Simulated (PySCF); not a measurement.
PySCF input (TPSSh/def2-TZVPD):

```python
from pyscf import gto, scf, dft

mol = gto.M(
    atom='''
    B     0.00356805   -0.03128042    0.05613467
    F     0.09003512   -0.68667699    1.22448895
    C     1.33319326    0.50484050   -0.57082482
    C    -1.41783878    0.13811077   -0.57550430
    H     1.18453455    1.39845320   -1.17983030
    H     1.72468279   -0.26581203   -1.24763705
    H     2.10785529    0.69567817    0.17366349
    H    -1.81631955    1.11152724   -0.26112406
    H    -2.12737098   -0.62036928   -0.24132119
    H    -1.39366537    0.15931013   -1.66685010
    ''',
    basis='def2-tzvpd',
    charge=0,
    spin=0,
    verbose=4,
)

mf = dft.RKS(mol, xc='tpssh').density_fit(auxbasis='def2-universal-jkfit')
mf.grids.level = 3
mf.conv_tol = 1e-9
mf.max_cycle = 100
mf.max_memory = 1500
mf.kernel()
if not mf.converged:
    mf = mf.newton()
    mf.kernel(mf.make_rdm1())
mf.analyze()
```

End of the output:

```
Extra cycle  E= -204.685517977604  delta_E= 2.27e-13  |g|= 7e-06  |ddm|= 1.19e-05
converged SCF energy = -204.685517977604
**** SCF Summaries ****
Total Energy =                        -204.685517977604036
Nuclear Repulsion Energy =             111.009474822588970
One-electron Energy =                 -499.003918159173566
Two-electron Energy =                  183.308925358980559
Two-electron Coulomb Energy =          211.020811715943410
DFT Exchange-Correlation Energy =      -27.711886356962864
HOMO-LUMO gap [eV] =                     7.494051839040977
**** MO energy ****
MO #1   energy= -24.5909897849883  occ= 2
MO #2   energy= -10.0885126844924  occ= 2
MO #3   energy= -10.0884884100756  occ= 2
MO #4   energy= -6.73013929052123  occ= 2
MO #5   energy= -1.17020610150973  occ= 2
MO #6   energy= -0.699453941919586 occ= 2
MO #7   energy= -0.671983973148649 occ= 2
MO #8   energy= -0.507805653560926 occ= 2
MO #9   energy= -0.433140062267736 occ= 2
MO #10  energy= -0.430735949768877 occ= 2
MO #11  energy= -0.413275482954299 occ= 2
MO #12  energy= -0.383013979796614 occ= 2
MO #13  energy= -0.377731524433333 occ= 2
MO #14  energy= -0.365008435848233 occ= 2
MO #15  energy= -0.364354277062363 occ= 2
MO #16  energy= -0.290765718344808 occ= 2
MO #17  energy= -0.0153643906236493 occ= 0
MO #18  energy= -0.00502650968384271 occ= 0
MO #19  energy= 0.0303864254695753 occ= 0
MO #20  energy= 0.0454675453863875 occ= 0
MO #21  energy= 0.0598021328811579 occ= 0
MO #22  energy= 0.0724738052386384 occ= 0
MO #23  energy= 0.0777081535055115 occ= 0
MO #24  energy= 0.0855777274947749 occ= 0
MO #25  energy= 0.0955587066511624 occ= 0
MO #26  energy= 0.0992726606063054 occ= 0
MO #27  energy= 0.111842690476256  occ= 0
MO #28  energy= 0.12731694511185   occ= 0
MO #29  energy= 0.131509098864537  occ= 0
MO #30  energy= 0.136813954059851  occ= 0
MO #31  energy= 0.1468363953349    occ= 0
MO #32  energy= 0.157016383915796  occ= 0
MO #33  energy= 0.17427445694331   occ= 0
MO #34  energy= 0.190312987840011  occ= 0
MO #35  energy= 0.195002770909257  occ= 0
MO #36  energy= 0.208466986552915  occ= 0
MO #37  energy= 0.238324104566653  occ= 0
MO #38  energy= 0.246133585758711  occ= 0
MO #39  energy= 0.247595832925751  occ= 0
MO #40  energy= 0.255255604405865  occ= 0
MO #41  energy= 0.25606747560085   occ= 0
MO #42  energy= 0.25981693851851   occ= 0
MO #43  energy= 0.2715860407997    occ= 0
MO #44  energy= 0.275169730325016  occ= 0
MO #45  energy= 0.28111852023924   occ= 0
MO #46  energy= 0.285803375505428  occ= 0
MO #47  energy= 0.296138276762191  occ= 0
MO #48  energy= 0.297409844572387  occ= 0
MO #49  energy= 0.31185236012331   occ= 0
MO #50  energy= 0.313808803528689  occ= 0
MO #51  energy= 0.34271710151858   occ= 0
MO #52  energy= 0.34661915146649   occ= 0
MO #53  energy= 0.354937158812389  occ= 0
MO #54  energy= 0.356245853198683  occ= 0
MO #55  energy= 0.360603771198876  occ= 0
MO #56  energy= 0.361740398371801  occ= 0
MO #57  energy= 0.378298517885157  occ= 0
MO #58  energy= 0.39720052987032   occ= 0
MO #59  energy= 0.401228227549907  occ= 0
MO #60  energy= 0.414255862446501  occ= 0
MO #61  energy= 0.417197581434836  occ= 0
MO #62  energy= 0.418297633099868  occ= 0
MO #63  energy= 0.421570322429037  occ= 0
MO #64  energy= 0.432070870573813  occ= 0
MO #65  energy= 0.45014053495683   occ= 0
MO #66  energy= 0.451378794734514  occ= 0
MO #67  energy= 0.46600450134037   occ= 0
MO #68  energy= 0.480989412377558  occ= 0
MO #69  energy= 0.4836151076304    occ= 0
MO #70  energy= 0.505698270147235  occ= 0
MO #71  energy= 0.532613824649141  occ= 0
MO #72  energy= 0.536478303320119  occ= 0
MO #73  energy= 0.547514652737044  occ= 0
MO #74  energy= 0.591798434168666  occ= 0
MO #75  energy= 0.61897890508838   occ= 0
MO #76  energy= 0.647393201580731  occ= 0
MO #77  energy= 0.651819712150291  occ= 0
MO #78  energy= 0.657411893259982  occ= 0
MO #79  energy= 0.671302025860654  occ= 0
MO #80  energy= 0.680900787647793  occ= 0
MO #81  energy= 0.686208145214586  occ= 0
MO #82  energy= 0.697968307362768  occ= 0
MO #83  energy= 0.70496808423447   occ= 0
MO #84  energy= 0.711459743872358  occ= 0
MO #85  energy= 0.71244688889434   occ= 0
MO #86  energy= 0.726258578489244  occ= 0
MO #87  energy= 0.74929163224916   occ= 0
MO #88  energy= 0.775103851961834  occ= 0
MO #89  energy= 0.777447814242248  occ= 0
MO #90  energy= 0.822904448292476  occ= 0
MO #91  energy= 0.828514890363025  occ= 0
MO #92  energy= 0.874080158315198  occ= 0
MO #93  energy= 0.903428938153468  occ= 0
MO #94  energy= 0.946768465924986  occ= 0
MO #95  energy= 0.996741009321269  occ= 0
MO #96  energy= 1.02817184918618   occ= 0
MO #97  energy= 1.0365991411845    occ= 0
MO #98  energy= 1.07790910988816   occ= 0
MO #99  energy= 1.07991224570472   occ= 0
MO #100 energy= 1.10867405147017   occ= 0
MO #101 energy= 1.1314732434922    occ= 0
MO #102 energy= 1.15235217246194   occ= 0
MO #103 energy= 1.16983756056264   occ= 0
MO #104 energy= 1.22182916872726   occ= 0
MO #105 energy= 1.24499363096115   occ= 0
MO #106 energy= 1.27921476638748   occ= 0
MO #107 energy= 1.30239874071868   occ= 0
[...]
```
